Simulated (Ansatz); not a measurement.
Born–Oppenheimer molecular dynamics of FH$_{8}$NSi$_{2}$ (12 atoms, charge 0, multiplicity 1). It starts at the highest image of a converged band, a first-order saddle point between two minima.

All numbers below come from RHF/6-31G* (Ansatz 0.2.0).

```
ensemble                      : NVE (velocity Verlet)
time step                     : 0.5 fs
steps asked                   : 200
starting velocities drawn for : 300 K
seed                          : 4424
```

First frame:

```xyz
12
Properties=species:S:1:pos:R:3
Si -0.353 0.141 -0.062
F 0.081 -1.218 1.536
H 0.732 0.919 0.533
H -0.967 1.109 -1.024
H -0.088 -1.028 -0.900
N -1.820 -0.090 1.075
H -2.559 -0.584 0.599
Si -2.447 1.241 2.086
H -3.287 0.660 3.143
H -1.288 1.936 2.653
H -3.250 2.146 1.252
H -1.092 -0.833 1.601
```

(1) How far do the bonds stretch over the last three quarters of this one trajectory? (Pairs bonded in most of those frames.)

Results:

(1) 
```json
{"bond": "Si1–F2", "mean (Å)": "1.684", "spread (Å)": "0.165", "shortest": "1.45", "longest": "2.05"}
{"bond": "Si1–H3", "mean (Å)": "1.484", "spread (Å)": "0.017", "shortest": "1.45", "longest": "1.52"}
{"bond": "Si1–H4", "mean (Å)": "1.495", "spread (Å)": "0.033", "shortest": "1.43", "longest": "1.55"}
{"bond": "Si1–H5", "mean (Å)": "1.479", "spread (Å)": "0.025", "shortest": "1.44", "longest": "1.52"}
{"bond": "N6–H7", "mean (Å)": "1.004", "spread (Å)": "0.006", "shortest": "0.99", "longest": "1.01"}
{"bond": "N6–Si8", "mean (Å)": "1.776", "spread (Å)": "0.034", "shortest": "1.71", "longest": "1.82"}
{"bond": "N6–H12", "mean (Å)": "1.007", "spread (Å)": "0.011", "shortest": "0.99", "longest": "1.05"}
{"bond": "Si8–H9", "mean (Å)": "1.475", "spread (Å)": "0.032", "shortest": "1.43", "longest": "1.52"}
{"bond": "Si8–H10", "mean (Å)": "1.472", "spread (Å)": "0.021", "shortest": "1.44", "longest": "1.51"}
{"bond": "Si8–H11", "mean (Å)": "1.475", "spread (Å)": "0.020", "shortest": "1.44", "longest": "1.51"}
```

Mean temperature of the second half: 1211 K. The conserved energy stayed within 0.12 meV per atom of its start (net change 0.048 meV per atom), so the integration is sound. The kinetic energy rose, since the run started high on the potential surface and went downhill. It ends in pieces (FH3Si + H5NSi), so much of that is their flight and rotation, not heat. A run of 0.1 ps of so small a system gives no equilibrium averages. The orbitals stay closed-shell, which can raise the energy where a bond breaks towards radicals; this wasn't checked here.

Run time: 5.6 min on 1 thread of Arm Neoverse V2, on a shared host, peak memory 0.15 GiB.
